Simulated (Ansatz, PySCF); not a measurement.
Ways to break one bond of B=N (BNH2):

A. B=N (BNH2) [iminoborane] -> [B]=N + H atom
B. B=N (BNH2) [iminoborane] -> B=[N] + H atom

Quantity: bond dissociation energy (enthalpy at 298 K, with B3LYP-D3(BJ) rigid-rotor harmonic-oscillator terms from PySCF), kcal/mol. Each molecule is optimised on its own at B3LYP-D3(BJ)/def2-TZVP (Ansatz, a first-principles code). Correlated levels leave the core frozen unless marked. UHF or UKS for open shells. No spin-orbit coupling. Non-relativistic. CBS marks a two-point X^-3 extrapolation of the correlation energy; Hartree-Fock from the larger set.

```json
[
 {"": "A", "B3LYP-D3(BJ)/def2-TZVPD (Ansatz + dftd3)": "113.2", "PBE0/def2-SVP (Ansatz)": "108.3", "HSE06/def2-TZVPD (Ansatz)": "108.9", "CCSD(T)/CBS(aug-cc-pVTZ,aug-cc-pVQZ) (Ansatz)": "___"},
 {"": "B", "B3LYP-D3(BJ)/def2-TZVPD (Ansatz + dftd3)": "128.1", "PBE0/def2-SVP (Ansatz)": "128.0", "HSE06/def2-TZVPD (Ansatz)": "127.2", "CCSD(T)/CBS(aug-cc-pVTZ,aug-cc-pVQZ) (Ansatz)": "___"}
]
```

### Question
Complete the blanks.

### Answer

- A, CCSD(T)/CBS(aug-cc-pVTZ,aug-cc-pVQZ) (Ansatz): 112.2
- B, CCSD(T)/CBS(aug-cc-pVTZ,aug-cc-pVQZ) (Ansatz): 131.2
